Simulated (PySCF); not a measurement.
An unknown is described by computed data only.

Elements present: C, H, N, P and Si. Monoisotopic mass: 157.0477 u.

- Polarisability: 134.9 au [PBE0/def2-SVPD]
- UV, first state: lowest singlet excitation: 5.44 eV (228 nm, f = 0.025) [TDDFT PBE0/def2-SVPD]
- Triplet: lowest triplet excitation (Tamm–Dancoff): 4.21 eV [TDA PBE0/def2-SVPD]
- 13C NMR: chemical shifts (computed TMS as zero) by class: 143.9 (1 C), 125.1 (1 C), 122.3 (1 C), 36.1 (1 C), 24.6 (1 C), 16.0 (1 C) ppm [GIAO B3LYP/pcSseg-1]
- Dipole: 3.96 D [PBE0/def2-SVPD]
- Valence photoelectron: vertical ionisation energy: 8.84 eV [ΔSCF PBE0/def2-SVPD]
- Rotational structure: rotational constants A, B, C: 1.152, 0.730, 0.486 GHz [PBE0-D3(BJ)/def2-SVP]
- 1H NMR: chemical shifts (computed TMS as zero) by class: 5.85 (1 H), 5.34 (1 H), 5.22 (1 H), 3.88 (3 H), 2.23 (2 H), 1.96 (2 H), 1.61 (2 H) ppm [GIAO B3LYP/pcSseg-1]
- UV, strongest line: among the 10 lowest singlet transitions: S5 at 6.55 eV (189 nm, f = 0.307) [TDDFT PBE0/def2-SVPD]

Gas-phase values; electronic properties from PySCF, density fitting. Levels stand in brackets. Isolated species at its PBE0-D3(BJ)/def2-SVP geometry (one conformer only). Each NMR value is the plain mean over a class of atoms that symmetry, rotation or inversion makes alike.

Problem. Which formula fits the mass and the elements?

Solution. C6H12NPSi (calculated 157.0477). No other formula that holds each of these elements comes within 0.0003 u with a fitting electron parity and a possible valence count.

Problem. What is the compound? Reason from the data.

Solution. Numbering: `[CH2:1]=[CH:2][CH2:3][P:4]([SiH3:5])[CH2:6][CH2:7][C:8]#[N:9]`. 6 carbons fall into 6 classes; from least to most shielded: alkene CH carbon [C2] (143.9 ppm), terminal =CH2 carbon [C1] (125.1 ppm), nitrile carbon [C8] (122.3 ppm), sp3 carbon bound to phosphorus [C3] (36.1 ppm), sp3 carbon bound to phosphorus [C6] (24.6 ppm), sp3 carbon next to a nitrile [C7] (16.0 ppm). Hydrogen classes from least to most shielded: 1 H on an alkene CH carbon, C2 (5.85 ppm), 1 H on a terminal =CH2 carbon, C1 (5.34 ppm), 1 H on a terminal =CH2 carbon, C1 (5.22 ppm), 3 H on an SiH3 silicon, Si5 (3.88 ppm), 2 H on an sp3 carbon bound to phosphorus, C3 (2.23 ppm), 2 H on an sp3 carbon next to a nitrile, C7 (1.96 ppm), 2 H on an sp3 carbon bound to phosphorus, C6 (1.61 ppm, a mean of values up to 0.6 ppm apart in this geometry). S1 is mainly HOMO→LUMO (weight 0.93); the largest Löwdin shares of the orbital it empties are 0.58 on the three-coordinate phosphorus, 0.10 on the SiH3 silicon and 0.10 on each of 2 atoms of one kind (sp3 carbon bound to phosphorus), of the orbital it fills 0.23 on the terminal =CH2 carbon, 0.20 on the alkene CH carbon, 0.12 on the three-coordinate phosphorus and 0.12 on the SiH3 silicon. The optimised geometry has point group C1 and is an asymmetric top. Structure: `C(P(CC=C)[SiH3])CC#N`. The assignments are read from this structure; whether some other isomer fits the data as well wasn't checked.

The values belong to the conformer `[CH2:1]=[CH:2][CH2:3][P:4]([SiH3:5])[CH2:6][CH2:7][C:8]#[N:9]`: C1–C2–C3–P4 -111°, C2–C3–P4–Si5 174°, C3–P4–C6–C7 -174°, P4–C6–C7–C8 177°.
